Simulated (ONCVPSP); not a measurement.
**vanadium (V), ONCV: configuration errors across variants**

ONCVPSP 4.0.1 input, shortened (lines: element, Z, core and valence counts, functional; n l f; lmax; l rc ep ncon nbas qcut; lloc lpopt rc5 dvloc0; l nproj debl; icmod fcfact rcfact), PBE, scalar-relativistic:

```
  V 23.00    3    5        4      upf
    1    0    2.00
    2    0    2.00
    2    1    6.00
    3    0    2.00
    3    1    6.00
    3    2    3.00
    4    0    1.75
    4    1    0.25
    3
    0    1.65    0.00    4    9    6.80
    1    1.60    0.00    3    7    9.80
    2    1.10    0.00    3    8   10.10
    3    1.75    0.05    3    6    7.30
    4    3    0.95    4.00
    0    2    2.10
    1    2    0.50
    2    2    2.90
    3    2    0.50
    2    0.35    0.65
```

All-electron excitation energies from the reference (eV): (1) 3s2 3p6 3d3 4s2 4p0 -0.820; (2) 3s2 3p6 3d3 4s1 4p0 6.915; (3) 3s2 3p6 3d3 4s0 4p0 21.211; (4) 3s2 3p6 3d4 4s1 4p0 -0.234.

Errors AE − PS in meV (a dash: test not solved or not reliable):

| change | (1) | (2) | (3) | (4) | bound ghosts | GHOST(+) flags above zero |
| --- | --- | --- | --- | --- | --- | --- |
| base | +0.1 | -0.5 | -2.1 | +5.0 | none | none |
| all radii but the core radius scaled by about 0.76 (s 1.26, p 1.22, d 0.84, f 1.34 bohr); local potential polynomial inside 0.72 bohr (lpopt 3, dvloc0 4 Ha) | 0.0 | -0.5 | -1.8 | +9.6 | none | none |
| all radii but the core radius scaled by about 0.85 (s 1.40, p 1.36, d 0.94, f 1.48 bohr); local potential polynomial inside 0.80 bohr (lpopt 3, dvloc0 4 Ha) | +0.1 | -0.5 | -1.9 | +7.5 | none | none |
| all radii but the core radius scaled by about 0.91 (s 1.50, p 1.46, d 1.00, f 1.60 bohr); local potential polynomial inside 0.86 bohr (lpopt 3, dvloc0 4 Ha) | +0.1 | -0.5 | -1.9 | +6.5 | none | none |
| all radii but the core radius scaled by about 1.10 (s 1.80, p 1.76, d 1.20, f 1.92 bohr); local potential polynomial inside 1.04 bohr (lpopt 3, dvloc0 4 Ha) | +0.1 | -0.5 | -2.2 | +4.1 | none | none |
| all radii but the core radius scaled by about 1.20 (s 1.98, p 1.92, d 1.32, f 2.10 bohr); local potential polynomial inside 1.14 bohr (lpopt 3, dvloc0 4 Ha) | +0.1 | -0.5 | -2.3 | +4.0 | none | none |
| all radii but the core radius scaled by about 1.25 (s 2.06, p 2.00, d 1.38, f 2.20 bohr); local potential polynomial inside 1.18 bohr (lpopt 3, dvloc0 4 Ha) | +0.1 | -0.5 | -2.5 | +4.1 | none | none |
| all radii but the core radius scaled by about 1.31 (s 2.16, p 2.10, d 1.44, f 2.28 bohr); local potential polynomial inside 1.24 bohr (lpopt 3, dvloc0 4 Ha) | +0.1 | -0.5 | -2.9 | +4.2 | none | none |

Give the same row for: all radii but the core radius scaled by about 1.13 (s 1.86, p 1.80, d 1.24, f 1.98 bohr); local potential polynomial inside 1.08 bohr (lpopt 3, dvloc0 4 Ha).

+0.1, -0.5, -2.3, +4.0; bound ghosts: none; GHOST(+) flags above zero: none.
